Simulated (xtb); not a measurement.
C$_{3}$H$_{5}$ (SMILES C=[C]C), doublet, geometry from GFN2-xTB, atoms displaced at random by about 0.05 Å a coordinate. Base run: GFN1-xTB (xtb).

xtb was given this input:
```
$ xtb mol.xyz --gfn 1 --uhf 1 --opt --json

# file mol.xyz
8

C      1.35067936    -0.08415762     0.20728492
C      0.00060042    -0.35025317     0.11475792
C     -1.27378125     0.21471931    -0.18506053
H      2.16615911    -0.76918441     0.49412721
H      1.83593030     1.00973177     0.02452349
H     -1.26714513     1.28095284    -0.41245758
H     -1.62648340    -0.22063248    -1.10159555
H     -1.84171598    -0.01178588     0.57942046
```

Variants of this job, named by their change:

```tsv
change	ΔE vs base (kJ/mol)	optimiser steps
base	0.00	9
opt level = tight	0.00	10
engine = inertial	0.02	-
opt level = extreme	-0.01	17
opt level = crude	0.44	4
opt level = vtight	-0.01	16
engine = lbfgs	0.00	-
opt level = sloppy	0.04	7
opt level = loose	0.04	7
opt level = lax	0.01	8
```
